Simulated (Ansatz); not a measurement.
VOF3. The state is a singlet with charge 0. Geometry relaxed at PBE0-D4/def2-SVP.

```xyz
5

V    -0.0139   -0.0001    0.0018
O    -1.5336   -0.0140    0.1943
F     0.4636    1.5887   -0.3632
F     0.3719   -1.0489   -1.2776
F     0.7120   -0.5257    1.4448
```

Task: Estimate the harmonic wavenumbers at RKS PBE0-D4/def2-SVP (Ansatz, unscaled). Is this a minimum?

Result: 211, 211, 270, 328, 328, 766, 853, 853, 1206 cm⁻¹. Yes, no mode is imaginary beyond noise. Zero-point energy 30.1 kJ/mol. Run time 17 s (4 threads of Arm Neoverse V1 on a shared host).
